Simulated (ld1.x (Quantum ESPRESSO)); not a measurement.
## An all-electron radial function and its pseudo partner (cobalt)

Columns: radius, all-electron u(r) and pseudo u(r) of the 4s shell (level -6.00 eV) of cobalt in the configuration [Ne] 3s2 3p6 3d7 4s1.75 4p0.25; LDA (PZ), scalar-relativistic, PAW scheme, ld1.x (Quantum ESPRESSO) 7.5.

| r (bohr) | all-electron | pseudo |
| --- | --- | --- |
| 0.072 | 0.0029 | 0.1425 |
| 0.145 | -0.1581 | 0.2753 |
| 0.217 | -0.1435 | 0.3844 |
| 0.290 | -0.0284 | 0.4650 |
| 0.362 | 0.1013 | 0.5104 |
| 0.435 | 0.2045 | 0.5209 |
| 0.507 | 0.2635 | 0.4988 |
| 0.580 | 0.2811 | 0.4486 |
| 0.652 | 0.2641 | 0.3785 |
| 0.725 | 0.2213 | 0.2942 |
| 0.798 | 0.1614 | 0.2037 |
| 0.870 | 0.0925 | 0.1141 |
| 0.942 | 0.0190 | 0.0279 |
| 1.015 | -0.0565 | -0.0540 |
| 1.088 | -0.1300 | -0.1299 |
| 1.160 | -0.1990 | -0.1991 |
| 1.232 | -0.2633 | -0.2633 |
| 1.305 | -0.3230 | -0.3230 |
| 1.378 | -0.3770 | -0.3770 |
| 1.450 | -0.4245 | -0.4245 |
| 1.522 | -0.4664 | -0.4664 |
| 1.595 | -0.5035 | -0.5035 |
| 1.668 | -0.5353 | -0.5353 |
| 1.740 | -0.5620 | -0.5620 |
| 1.812 | -0.5841 | -0.5841 |
| 1.885 | -0.6024 | -0.6024 |

Q: How many radial nodes do the two functions have?

A: The all-electron 4s function has n − l − 1 = 3; the pseudo-wave has 1, since 1 lower shell of the same l stays in the valence.

Q: At about which radius was the pseudo-wave matched?

A: 1.25 bohr. The columns agree to 0.0005 from 1.09 bohr on; several derivatives are matched, so the curves merge somewhat inside the radius.

Q: Is the pseudo-wave norm-conserving?

A: No, it belongs to a PAW set: the norm inside the radius is not constrained, and the difference is carried by the augmentation charge.
